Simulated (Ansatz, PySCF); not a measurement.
Gas-phase reaction R1 + R2 → P1 + P2, each structure at its B3LYP-D3(BJ)/def2-TZVP stationary point, reached from a drawn start (curvature not checked).
P1: BF3 (SMILES FB(F)F), charge 0, multiplicity 1.
R1: BCl3 (SMILES ClB(Cl)Cl), charge 0, multiplicity 1.
R2, BF3H3N (SMILES [NH3+][B-](F)(F)F) (charge 0, multiplicity 1):
| atom | x (Å) | y (Å) | z (Å) |
|---|---|---|---|
| B | 0.0000 | 0.0000 | -0.8527 |
| F | 1.3316 | 0.0000 | -1.1844 |
| F | -0.6658 | 1.1532 | -1.1844 |
| F | -0.6658 | -1.1532 | -1.1844 |
| N | 0.0000 | 0.0000 | 0.8393 |
| H | 0.4772 | 0.8265 | 1.1890 |
| H | -0.9543 | 0.0000 | 1.1890 |
| H | 0.4772 | -0.8265 | 1.1890 |
P2: BCl3H3N (SMILES [NH3+][B-](Cl)(Cl)Cl), charge 0, multiplicity 1.

P less R. No zero-point or thermal terms.

Cores are frozen in the correlated methods.

Run with Ansatz (an electronic-structure program); PySCF for the D3/D4 terms. No computed number here is a measurement.

Problem. One of these levels gives -14.2 kJ/mol for the reaction energy. Which one is it?
A. CAM-B3LYP-D4/def2-TZVPP
B. PBE0-D3(BJ)/def2-TZVPP
C. r2SCAN-D3(BJ)/def2-TZVPP
D. CCSD(T)/cc-pV(D+d)Z

Solution. A, CAM-B3LYP-D4/def2-TZVPP. The others give -11.8 (r2SCAN-D3(BJ)/def2-TZVPP), -18.1 (PBE0-D3(BJ)/def2-TZVPP), -5.0 (CCSD(T)/cc-pV(D+d)Z)
